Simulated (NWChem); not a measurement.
Molecule: SiH3S3Cl; SMILES S[Si](S)(S)Cl

```xyz
8

S     -1.0381    -0.7437    -1.7021
Si     0.0001    -0.0021     0.0000
S     -0.8864    -0.8207     1.7519
S      2.0267    -0.6401    -0.1033
Cl    -0.0960     2.0680     0.0502
H     -2.1545    -0.0154    -1.4687
H     -0.1954    -0.0243     2.6002
H      2.3436     0.1854    -1.1277
```
Atoms are numbered in this order, from 1.

Geometry: optimised at PBE0/def2-SVP.

**Question.** List the 6 lowest vertical singlet excitations from PBE0/6-31G* (spherical d), TDA (NWChem).

**Answer.** 
```json
[
 {"state": "S1", "energy (eV)": "6.05", "oscillator strength": "0.010", "leading excitation (squared amplitude)": "HOMO → LUMO (0.85)"},
 {"state": "S2", "energy (eV)": "6.05", "oscillator strength": "0.010", "leading excitation (squared amplitude)": "HOMO−1 → LUMO (0.85)"},
 {"state": "S3", "energy (eV)": "6.18", "oscillator strength": "0.030", "leading excitation (squared amplitude)": "HOMO−2 → LUMO (0.84)"},
 {"state": "S4", "energy (eV)": "6.91", "oscillator strength": "0.004", "leading excitation (squared amplitude)": "HOMO → LUMO+2 (0.21)"},
 {"state": "S5", "energy (eV)": "6.91", "oscillator strength": "0.004", "leading excitation (squared amplitude)": "HOMO → LUMO+1 (0.21)"},
 {"state": "S6", "energy (eV)": "6.93", "oscillator strength": "0.000", "leading excitation (squared amplitude)": "HOMO−1 → LUMO+2 (0.38)"}
]
```
